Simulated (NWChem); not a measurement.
System: Si$_{2}$H$_{4}$OClF; SMILES [SiH2](F)O[SiH2]Cl

Input file for NWChem:

```
start job
memory heap 200 mb stack 900 mb global 1100 mb
geometry units angstroms noautoz
  Si    -0.659738    -1.717355    -0.253261
  F     -0.182432    -2.306730     1.193508
  O      0.377362    -0.495255    -0.709229
  Si     0.979581     0.953719    -0.145080
  Cl    -0.395568     1.819697     1.152785
  H     -2.051273    -1.193814    -0.096726
  H     -0.534810    -2.800768    -1.272660
  H      1.170007     1.861734    -1.316705
  H      2.250284     0.722784     0.609395
end
basis spherical
  * library def2-svp
end
dft
  xc xpbe96 cpbe96
  iterations 150
end
tddft
  cis
  nroots 6
  notriplet
end
task tddft energy
```

Geometry: optimised at PBE-D3(BJ)/def2-SVP.

Vertical excitations in the gas phase.

Q: Predict the main results of this run. (PBE/def2-SVP, TDA.) Quantities: basis functions; lowest excitation, singlet (eV); oscillator strength of that lowest state; orbital gap (eV).

A: The number of basis functions comes out as 102. The lowest excitation, singlet (eV) is 7.14, the oscillator strength of that lowest state is 0.002 and the orbital gap (eV) is 7.05.
